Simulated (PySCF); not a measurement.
**Vertical excitation energies**

C3H10OSi.
SMILES: `O[SiH2]C(C)C`

The calculation used TDDFT PBE0/def2-SVPD, vertical, gas phase, core orbitals frozen in the response in PySCF. One conformer (not necessarily the lowest) at the GFN2-xTB geometry, without solvent, vibrations or thermal averaging. Torsions of this conformer, `[CH3:1][CH:2]([CH3:3])[SiH2:4][OH:5]`: C1–C2–Si4–O5 56°, H–O5–Si4–C2 51°.

Task: List the vertical singlet excitations with oscillator strengths and describe the spectrum.

Result: 

```tsv
state	E (eV)	E (kJ/mol)	λ (nm)	f	|μ| (D)	main configurations (H = HOMO, L = LUMO)
S1	6.69	646	185.2	0.0018	0.26	H→L (97%)
S2	7.34	709	168.8	0.0032	0.34	H→L+1 (97%)
S3	7.59	732	163.5	0.0010	0.19	H-1→L (96%)
S4	8.14	785	152.3	0.0079	0.51	H→L+3 (35%), H→L+2 (32%), H→L+4 (29%)
S5	8.24	795	150.4	0.120	1.96	H→L+3 (53%), H→L+2 (41%)
S6	8.31	801	149.3	0.0062	0.44	H→L+4 (55%), H→L+2 (20%), H-1→L+1 (12%)
```

Triplets, Tamm–Dancoff:

| state | E (eV) | λ (nm) | main configurations (H = HOMO, L = LUMO) |
| --- | --- | --- | --- |
| T1 | 6.45 | 192.1 | H→L (91%) |
| T2 | 7.07 | 175.3 | H→L+1 (86%) |

The lowest singlet lies at 6.69 eV (185 nm, vacuum ultraviolet) and is very weak; its leading configuration is HOMO→LUMO (97%). The most intense listed level is S5 at 8.24 eV (150 nm, f = 0.120), 1.55 eV above S1. Löwdin shares by element: HOMO carbon 36% or more, silicon 20%, oxygen 15% (atoms not listed hold the other 29%); LUMO oxygen 27%, silicon 26%, hydrogen 23% or more (atoms not listed hold the other 25%). Orbital energies (eV): HOMO-3 -9.61, HOMO-2 -9.55, HOMO-1 -8.82, HOMO -7.82, LUMO 0.16, LUMO+1 0.69, LUMO+2 1.47. Of the 6 states listed, 1 reaches f = 0.01 and none stays under 0.0005. Weighted by f, the mean energy of these states is 8.19 eV. Singlets were solved by full linear response, triplets in the Tamm–Dancoff approximation.
